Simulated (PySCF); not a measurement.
# [Ti(H2O)6]3+: what the settings change

The complex [Ti(H2O)6]3+ (charge +3) contains Ti(III), shell d1. The structure is a PBE0-D3(BJ)/def2-SVP, IEF-PCM water geometry optimised for multiplicity 2; coordination octahedral, point group Ci, metal–donor distances 2.02 Å.

```
19

Ti    0.000    0.000    0.000
O     0.018    0.022    2.024
H     0.627    0.539    2.577
H    -0.586   -0.461    2.612
O    -0.018   -0.022   -2.024
H     0.586    0.461   -2.612
H    -0.627   -0.539   -2.577
O     2.026   -0.016    0.018
H     2.612    0.558   -0.502
H     2.581   -0.616    0.543
O    -2.026    0.016   -0.018
H    -2.581    0.616   -0.543
H    -2.612   -0.558    0.502
O    -0.016    2.025    0.022
H    -0.552    2.575    0.617
H     0.421    2.613   -0.616
O     0.016   -2.025   -0.022
H    -0.421   -2.613    0.616
H     0.552   -2.575   -0.617
```

Method (PySCF 2.14, density fitting): CASSCF(1,5) with orbitals averaged over all microstates of the shell, strongly contracted NEVPT2 on the averaged canonical orbitals; basis x2c-TZVPall on the metal, x2c-SVPall elsewhere; spin-free X2C; IEF-PCM water; spin-orbit coupling by state interaction with the mean-field operator over all roots.

Base run: NEVPT2 ground state 2Ag (from 2T2g), next 2Ag (from 2T2g) at 4226, then 2Ag (from 2T2g) at 4364 cm⁻¹, 10Dq(NEVPT2) 19172, ζ 140 cm⁻¹, g 1.915 1.916 2.000, μeff(300 K) 1.75 μB.

Q: What happens with the basis x2c-TZVPall on all atoms?

A: NEVPT2 ground state 2Ag (from 2T2g), next 2Ag (from 2T2g) at 4113, then 2Ag (from 2T2g) at 4242 cm⁻¹, 10Dq(NEVPT2) 18611, ζ 140 cm⁻¹, g 1.912 1.913 2.000, μeff(300 K) 1.76 μB. It took 44 s against 17 s on a shared host of the same kind.

NEVPT2 lifts 2Ag (from 2T2g) from 3586 to 4364 cm⁻¹; on the d shell alone such lifts tend to overshoot. NEVPT2 on the d shell alone tends to put d–d bands too high for such charged or covalently bound ions.
